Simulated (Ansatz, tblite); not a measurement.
Cost and result up the ladder for GeH2Me(NHMe) (C2H9GeN) (13 atoms). Charge 0, multiplicity 1. Geometry: PBE0-D4/def2-SVP.

```xyz
13

Ge    0.421   -0.764   -0.108
H     0.502   -1.147   -1.601
H     1.853   -0.861    0.492
C    -0.793   -1.921    0.879
H    -0.451   -2.965    0.835
H    -1.803   -1.861    0.450
H    -0.840   -1.620    1.936
N    -0.276    0.936   -0.054
C     0.368    2.018   -0.759
H    -0.596    1.212    0.870
H     1.326    2.367   -0.318
H     0.587    1.712   -1.795
H    -0.299    2.895   -0.827
```

Ansatz on 4 threads of Arm Neoverse V1 on a shared host; xTB runs through tblite on one thread. Times are rough, summed over both states, and most runs start from the orbitals of an earlier one. PBE0-D4/def2-TZVP serves as the yardstick here, not as an exact answer. The other state is a triplet.

The xTB rows come from tblite.

xTB has no spin-polarisation term.

```tsv
level	functions	wall time
GFN2-xTB	30	0.009 s
GFN1-xTB	39	0.015 s
PBE-D4/def2-TZVP (with forces)	195	6 s
PBE0-D4/def2-TZVP	195	8.5 s
r2SCAN-D4/def2-TZVP	195	12 s
```

Problem. Estimate what each level gives for the vertical triplet (eV).

Solution. 
| level | vertical triplet (eV) | difference from PBE0-D4/def2-TZVP (eV) |
| --- | --- | --- |
| GFN2-xTB | 8.05 | 2.62 |
| GFN1-xTB | 6.37 | 0.93 |
| PBE-D4/def2-TZVP (with forces) | 5.21 | -0.22 |
| PBE0-D4/def2-TZVP | 5.43 | 0.00 |
| r2SCAN-D4/def2-TZVP | 5.28 | -0.15 |
